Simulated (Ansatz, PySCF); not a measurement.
This singlet lies 0.61 eV below the relaxed triplet at the level frozen-core CCSD(T)/aug-cc-pVTZ // B3LYP-D3(BJ)/def2-TZVPD (Ansatz, a first-principles code).

B3LYP has the VWN-RPA correlation part, as in Gaussian. 

Z-matrix (Å, degrees):
```
Si
H 1 1.5138
H 1 1.5152 2 100.62
H 1 1.5152 2 100.61 3 -104.07
Al 1 2.6116 2 118.92 4 -128.28
H 5 1.6832 1 87.69 2 179.51
```
Charge -1, spin multiplicity 1.

**Question.** What HOMO and total energy does B3LYP-D3(BJ)/def2-TZVPD (PySCF) give?

**Answer.** 
The HOMO is -0.05 eV and the total energy is -534.3847 Ha.
